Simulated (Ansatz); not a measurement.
# From Si to Sn: the dipole moment

One atom is swapped for its congeners: Si(OH)2; Ge(OH)2; Sn(OH)2. All are singlets with charge 0.

Shapes, held fixed at every level: PBE0-D4/def2-TZVP. Flexible molecules stand in one conformer, not always the lowest. Programs: Ansatz 0.2.0. Values in D.

```tsv
level	Si(OH)2	Ge(OH)2	Sn(OH)2
PBE-D4/def2-TZVPP	1.82	1.55	2.35
r2SCAN-D4/def2-TZVPP	1.88	1.64	2.40
B3LYP-D4/def2-TZVPP	1.80	1.42	2.57
wB97M-V/def2-TZVPP	1.78	1.45	2.58
```

At wB97M-V/def2-TZVPP the dipole moment isn't monotonic: it is largest for Sn and smallest for Ge (2.58 and 1.45 D). Every level shows the same order. For atoms past krypton def2 sets carry core potentials with scalar relativity. Relativity is left out for Ge unless named.
